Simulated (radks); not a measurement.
All-electron atom: Nb4.25+ in [Ar] 3d10 4s1.75 4p6 4d1 (fractional occupations, a model configuration).

All-electron calculation, Dirac Kohn-Sham, PBEsol, spin-unpolarised, spherical densities, point nucleus; open shells fill j = l - 1/2 first. Program: a radial shooting solver on a logarithmic mesh with Libxc functionals.

Energy parts (eV):
part                       energy
total                 -103784.483
kinetic                107431.036
electron-nucleus      -248812.604
Hartree                 40731.396
exchange-correlation    -3134.311

Orbitals (lengths in bohr, moments of r in powers of bohr; <r^-3> diverges for s and p1/2; r(90%) holds 90 % of the orbital's charge):
orbital  occ.  eigenvalue (eV)  r(90%)  <r^-3>     <r^2>
1s1/2       2        -18840.20  0.0647       -  0.001759
2s1/2       2        -2680.306   0.244       -   0.02941
2p1/2       2        -2464.502   0.220       -   0.02225
2p3/2       4        -2368.823   0.226    2209   0.02363
3s1/2       2        -490.2778   0.656       -    0.2252
3p1/2       2        -409.0608   0.664       -    0.2242
3p3/2       4        -393.5337   0.679   363.0    0.2349
3d3/2       4        -250.0513   0.690   52.29    0.2235
3d5/2       6        -247.1558   0.696   49.97    0.2270
4s1/2    1.75        -107.7951    1.64       -     1.444
4p1/2       2         -84.5637    1.80       -     1.706
4p3/2       4         -82.2386    1.83   54.63     1.777
4d3/2       1         -47.3365    2.37   5.227     2.846
4d5/2       0         -47.0527    2.39   4.999     2.879

The highest occupied level is 4d3/2 at -47.337 eV. The density falls to 0.001 e/bohr^3 at r = 2.96 bohr.
